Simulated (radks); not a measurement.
Results of a calculation; reference values are marked as such.
Valence configurations of Ba (all share [Xe]). Code: a radial shooting solver on a logarithmic mesh with Libxc functionals. Model: Dirac Kohn-Sham, LDA (Slater exchange, Perdew-Wang correlation), spin-unpolarised, spherical densities, point nucleus; open shells are shared between the two j in proportion to 2j + 1. Energies are relative to 6s2; eigenvalues in eV.

| valence | E (eV) | e(4f5/2) | e(4f7/2) | e(5d3/2) | e(5d5/2) | e(6p1/2) |
|---|---|---|---|---|---|---|
| 6s2 | 0.000 | - | - | - | - | - |
| 4f1 6s1 | 4.288 | -0.353 | -0.319 | - | - | - |
| 5d1 6s1 | 1.351 | - | - | -1.533 | -1.429 | - |
| 6s1.5 6p0.5 | 1.043 | - | - | - | - | -1.654 |
| 6s1 6p1 | 2.114 | - | - | - | - | -1.890 |
| 4f1 6p1 | 6.603 | -0.294 | -0.244 | - | - | -2.821 |
| 5d2 | 2.893 | - | - | -1.151 | -1.062 | - |
| 4f2 | 9.081 | -0.494 | -0.456 | - | - | - |
| 5d0.5 6s1.5 | 0.644 | - | - | -1.834 | -1.721 | - |
| 4f1 5d1 | 5.293 | -0.404 | -0.394 | -3.971 | -3.840 | - |

NIST lists [Xe] 6s2 as the ground configuration; this level of theory agrees among the configurations tried. The energies are those of spherical spin-averaged densities, not of single terms.
